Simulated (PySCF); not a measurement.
An unknown is described by computed data only.

Formula: C5H6Cl2O.

- NMR, other nuclei: isotropic shieldings of nuclei other than C and H, by class: -257 (1 O), 493 (1 Cl), 672 (1 Cl) ppm [GIAO PBE0/pcSseg-1]
- 13C NMR: chemical shifts (computed TMS as zero) by class: 173.2 (1 C), 149.5 (1 C), 141.1 (1 C), 32.0 (1 C), 12.2 (1 C) ppm [GIAO PBE0/pcSseg-1]
- Dipole: 3.95 D [CAM-B3LYP/def2-SVPD]
- 1H NMR: chemical shifts (computed TMS as zero) by class: 6.69 (1 H), 2.70 (2 H), 1.12 (3 H) ppm [GIAO PBE0/pcSseg-1]
- UV, strongest line: among the 8 lowest singlet transitions: S2 at 5.19 eV (239 nm, f = 0.269) [TDDFT CAM-B3LYP/def2-SVPD]
- Rotational structure: rotational constants A, B, C: 1.660, 1.104, 0.669 GHz [GFN2-xTB]
- Triplet: lowest triplet excitation (Tamm–Dancoff): 3.24 eV [TDA CAM-B3LYP/def2-SVPD]

Gas-phase values; electronic properties from PySCF, density fitting. Levels stand in brackets. Isolated species at its GFN2-xTB geometry (one conformer only). NMR classes are plain means over equivalent atoms (diastereotopic ones count apart unless rotation or inversion swaps them), as if these changed places fast.

Task: What is the compound? Reason from the data.

Result: Numbering: `[CH3:1][CH2:2]/[C:3](=[CH:4]/[Cl:5])[C:6](=[O:7])[Cl:8]`. Its formula, C5H6Cl2O, gives 2 degrees of unsaturation: 0 rings and 2 π bonds in the structure found. 5 carbons fall into 5 classes; from least to most shielded: acyl halide carbon [C6] (173.2 ppm), vinylic C–Cl carbon [C4] (149.5 ppm), fully substituted alkene carbon [C3] (141.1 ppm), allylic carbon [C2] (32.0 ppm), methyl carbon [C1] (12.2 ppm). Hydrogen classes from least to most shielded: 1 H on a vinylic C–Cl carbon, C4 (6.69 ppm), 2 H on an allylic carbon, C2 (2.70 ppm), 3 H on a methyl carbon, C1 (1.12 ppm, a mean of values up to 0.6 ppm apart in this geometry). The other shieldings belong to: -257 ppm, carbonyl oxygen [O7]; 493 ppm, chlorine bonded to C [Cl8]; 672 ppm, vinyl chlorine [Cl5]. By its constants the optimised geometry is an asymmetric top. Structure: `C(/C(Cl)=O)(=C/Cl)CC`. Computed isomers that give other values at the same levels: `CC(=O)/C=C(/Cl)CCl` (13C chemical shifts (computed TMS as zero) by class: 199.6 (1 C), 169.1 (1 C), 132.2 (1 C), 49.0 (1 C), 35.7 (1 C) ppm); `CC/C=C(/Cl)C(=O)Cl` (13C chemical shifts (computed TMS as zero) by class: 175.5 (1 C), 165.8 (1 C), 135.8 (1 C), 29.1 (1 C), 15.0 (1 C) ppm); `C=CO/C=C\C(Cl)Cl` (rotational constant A: 2.441 GHz; this holds for the one conformer computed). The assignments are read from this structure; whether some other isomer fits the data as well wasn't checked.

Conformer computed: `[CH3:1][CH2:2]/[C:3](=[CH:4]/[Cl:5])[C:6](=[O:7])[Cl:8]`: C1–C2–C3–C4 -1°, C2–C3–C6–O7 178°.
